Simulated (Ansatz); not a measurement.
```yaml
atoms:
  - { symbol: H, position_ang: [1.4950, 0.0000, 0.0000] }
  - { symbol: H, position_ang: [1.2095, 0.8787, 0.0000] }
  - { symbol: H, position_ang: [0.4620, 1.4218, 0.0000] }
  - { symbol: H, position_ang: [-0.4620, 1.4218, 0.0000] }
  - { symbol: H, position_ang: [-1.2095, 0.8787, 0.0000] }
  - { symbol: H, position_ang: [-1.4950, 0.0000, 0.0000] }
  - { symbol: H, position_ang: [-1.2095, -0.8787, 0.0000] }
  - { symbol: H, position_ang: [-0.4620, -1.4218, 0.0000] }
  - { symbol: H, position_ang: [0.4620, -1.4218, 0.0000] }
  - { symbol: H, position_ang: [1.2095, -0.8787, 0.0000] }
```

Basis set: 6-31G (spherical functions). All electrons are correlated. Charge 0, multiplicity 1.

Computed with Ansatz (development build ahead of 0.2.0); each method stands on the lowest determinant of its kind that the runs found. Restricted open shells among the atoms or ions are ROHF, correlated in semicanonical orbitals with singles.

**Question.** Give the atomization energy at this shape (free ground-state atoms in the same class of orbitals less the molecule, no zero-point energy) of singlet H₁₀ by RHF-MP2, RHF.

**Answer.**

```
 method  atomization energy
RHF-MP2            13.90 eV
    RHF            10.53 eV
```

Caution: stretched shape with no unrestricted run beside it, a lower state can exist. Caution for RHF-MP2: bonds are stretched, where a single reference can fail.

This basis has no polarisation functions and is too small for such energies, which can lie far from measured ones in either direction.
